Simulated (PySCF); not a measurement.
# `[C@@H]1(C)[C@@H](C#C)[S@@](=O)C1`, C₆H₈OS

Molfile (atoms numbered from 1):
```
C6H8OS
     RDKit          3D

 16 16  0  0  0  0  0  0  0  0999 V2000
    2.8827   -0.7968   -0.5822 C   0  0  0  0  0  0  0  0  0  0  0  0
    1.7438   -0.4563   -0.7339 C   0  0  0  0  0  0  0  0  0  0  0  0
    0.3624   -0.1198   -0.8557 C   0  0  2  0  0  0  0  0  0  0  0  0
   -0.2202    0.6568    0.3378 C   0  0  1  0  0  0  0  0  0  0  0  0
   -1.4040    1.5157   -0.0796 C   0  0  0  0  0  0  0  0  0  0  0  0
   -0.6574   -0.5730    1.1299 C   0  0  0  0  0  0  0  0  0  0  0  0
   -0.7380   -1.6101   -0.4155 S   0  0  0  0  0  4  0  0  0  0  0  0
    0.0494   -2.8216   -0.2442 O   0  0  0  0  0  0  0  0  0  0  0  0
    3.8883   -1.0748   -0.4773 H   0  0  0  0  0  0  0  0  0  0  0  0
    0.1319    0.2858   -1.8409 H   0  0  0  0  0  0  0  0  0  0  0  0
    0.5225    1.2733    0.8533 H   0  0  0  0  0  0  0  0  0  0  0  0
   -1.8690    1.9667    0.7945 H   0  0  0  0  0  0  0  0  0  0  0  0
   -1.0804    2.3144   -0.7441 H   0  0  0  0  0  0  0  0  0  0  0  0
   -2.1499    0.9140   -0.5952 H   0  0  0  0  0  0  0  0  0  0  0  0
    0.1252   -0.9731    1.7688 H   0  0  0  0  0  0  0  0  0  0  0  0
   -1.5950   -0.4921    1.6727 H   0  0  0  0  0  0  0  0  0  0  0  0
  1  2  3  0
  2  3  1  0
  3  4  1  0
  4  5  1  0
  4  6  1  0
  7  6  1  1
  7  8  2  0
  7  3  1  0
  1  9  1  0
  3 10  1  6
  4 11  1  1
  5 12  1  0
  5 13  1  0
  5 14  1  0
  6 15  1  0
  6 16  1  0
M  END
```

The calculation used TDDFT PBE0/def2-SVPD circular dichroism and optical rotation, one conformer, gas phase in PySCF 2.14.0. Geometry: GFN2-xTB.

States above about 6.7 eV lie in this functional's continuum (it starts at minus the energy of the highest occupied orbital, well below the true ionisation energy for most functionals) and depend on the basis.

(1) Draw the ECD and absorption spectra from the lowest 12 states, each a Gaussian of half-width 0.35 eV at 1/e height.

Results:

(1) 
| E (eV) | λ (nm) | Δε (L mol⁻¹ cm⁻¹) | ε (L mol⁻¹ cm⁻¹) |
| --- | --- | --- | --- |
| 4.41 | 281 | +1.29 | 241 |
| 4.56 | 272 | +3.64 | 682 |
| 4.71 | 263 | +7.10 | 1340 |
| 4.86 | 255 | +9.47 | 1830 |
| 5.01 | 247 | +8.27 | 1760 |
| 5.16 | 240 | +3.81 | 1270 |
| 5.31 | 233 | -0.88 | 847 |
| 5.46 | 227 | -2.79 | 812 |
| 5.61 | 221 | -1.33 | 1250 |
| 5.76 | 215 | +1.19 | 2160 |
| 5.91 | 210 | +2.03 | 3360 |
| 6.06 | 205 | +1.47 | 4430 |
| 6.21 | 200 | +2.20 | 4900 |
| 6.36 | 195 | +4.43 | 4630 |
| 6.51 | 190 | +3.52 | 4080 |
| 6.66 | 186 | -3.71 | 3750 |
| 6.81 | 182 | -12.03 | 3570 |
| 6.96 | 178 | -13.52 | 3090 |

Δε uses R in velocity form, ε uses f in length form. Only the states computed contribute, so the short-wavelength end is incomplete.
